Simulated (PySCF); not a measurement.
# Electron correlation in Xe⁺ (xenon, charge +1)

[Kr] 4d10 5s2 5p4 5d1, one real determinant (an excited configuration). Computed with PySCF 2.14 in aug-cc-pVTZ-DK3, with scalar relativity by spin-free X2C-1e. Frozen: [Kr] 4d10; 7 electrons correlated.

| level | correlation energy (mhartree) |
| --- | --- |
| CCSD | -120.50 |
| (T) | -4.67 |
| CCSD(T) | -125.17 |

Diagnostics: T1 = 0.0080, D1 = 0.0223, largest double amplitude 0.113.

**Question.** Is a single reference adequate?

**Answer.** Mostly. T1 lies below 0.03, but a double amplitude of this size points to a near-degeneracy that CCSD handles and MP2 describes poorly.

The reference is one real determinant that mixes LS terms of this configuration.
